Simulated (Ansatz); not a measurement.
Start from `B[CH2][GaH][CH3]` and change one atom or group to get `[CH3][GaH][CH2]O`.

Ansatz, PBE0-D4/def2-TZVP geometries, multiplicity 1. Each molecule was computed in one conformer, which needn't be the lowest.

Scalar relativity is left out up to krypton.

```json
{"property": "HOMO energy (B3LYP/def2-TZVPP) / eV", "`B[CH2][GaH][CH3]`": "-7.64"}
{"property": "size of the dipole moment (B3LYP/def2-TZVPP) / D", "`B[CH2][GaH][CH3]`": "1.50"}
{"property": "LUMO energy (PBE/def2-TZVPP) / eV", "`B[CH2][GaH][CH3]`": "-2.59"}
{"property": "size of the dipole moment (PBE/def2-TZVPP) / D", "`B[CH2][GaH][CH3]`": "1.61"}
{"property": "LUMO energy (PBE0/def2-TZVPP) / eV", "`B[CH2][GaH][CH3]`": "-1.73"}
{"property": "HOMO–LUMO gap (PBE0/def2-TZVPP) / eV", "`B[CH2][GaH][CH3]`": "6.15"}
```

(1) What does the change do to each property? (Estimate.)

Results:

(1) Ansatz gave: 
```tsv
property	`[CH3][GaH][CH2]O`	shift
HOMO energy (B3LYP/def2-TZVPP) / eV	-6.63	1.01
size of the dipole moment (B3LYP/def2-TZVPP) / D	1.43	-0.07
LUMO energy (PBE/def2-TZVPP) / eV	-1.97	0.62
size of the dipole moment (PBE/def2-TZVPP) / D	1.35	-0.26
LUMO energy (PBE0/def2-TZVPP) / eV	-1.16	0.57
HOMO–LUMO gap (PBE0/def2-TZVPP) / eV	5.68	-0.47
```

With PBE0 the HOMO rises by 1.04 eV and the LUMO rises by 0.57 eV, so the gap narrows by about 0.47 eV. PBE moves the HOMO by 1.31 eV and ωB97M-V by 0.92 eV. Dipoles are sizes alone; their direction can turn.

B3LYP here is the variant with VWN-RPA as its local correlation; programs differ in this.
